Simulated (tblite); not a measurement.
Compound: CH8Ge3O.
Atom-mapped SMILES: `[GeH3:1][Ge@H:2]1[CH2:3][O:4][GeH2:5]1` (hydrogens: H6, H7, H8 on Ge1; H9 on Ge2; H10, H11 on C3; H12, H13 on Ge5)

Geometry (GFN2-xTB, Å), atoms numbered from 1 in this order:
```xyz
13
CH8Ge3O angstrom
Ge     2.488   -0.025    0.250
Ge     0.233   -0.189   -0.615
C     -1.263   -1.148    0.362
O     -2.274   -0.165    0.365
Ge    -1.620    1.380   -0.334
H      3.271   -1.294    0.077
H      2.533    0.279    1.720
H      3.314    1.044   -0.406
H      0.319   -0.677   -2.078
H     -1.620   -2.050   -0.144
H     -1.002   -1.425    1.390
H     -1.734    2.442    0.772
H     -2.649    1.828   -1.377
```

Computed values, GFN2-xTB/tblite, gas phase, harmonic and unscaled. This tight-binding method is rough: wavenumbers can miss measured ones by several per cent, in bad cases by 10 to 20. Modes of hydrogen on germanium can be 10 to 20 % off. The optimisation stopped once no atom felt more than 0.01 eV/Å.

Lowest wavenumbers of the output (negative numbers stand for imaginary wavenumbers):
```
mode    cm-1
  1     -27.4
  2      43.7
  3      56.3
  4     115.8
  5     182.5
  6     256.9
  7     274.1
  8     321.9
  9     359.2
 10     364.0
 11     447.4
 12     504.4
 13     534.3
 14     569.0
 15     595.2
```

Question: Is this structure a minimum?

Answer: Not by this Hessian. 1 mode is imaginary beyond 20i (27i cm⁻¹), so at this level the point lies at or near a first-order saddle. The curvature is small, so loose convergence or finite differences may be the whole cause.

Question: Which atoms move in the imaginary mode?

Answer: 27i: H8 (Ge–H hydrogen) 33 %, H6 (Ge–H hydrogen) 33 %, H7 (Ge–H hydrogen) 31 %. These are shares of the mass-weighted motion.

Question: What is the remedy?

Answer: Step along that mode in both directions, optimise again with tighter thresholds and repeat the frequencies. The zero-point energy of this point (44.3 kcal/mol) counts the 32 real modes alone, and thermal corrections from it aren't those of a minimum.
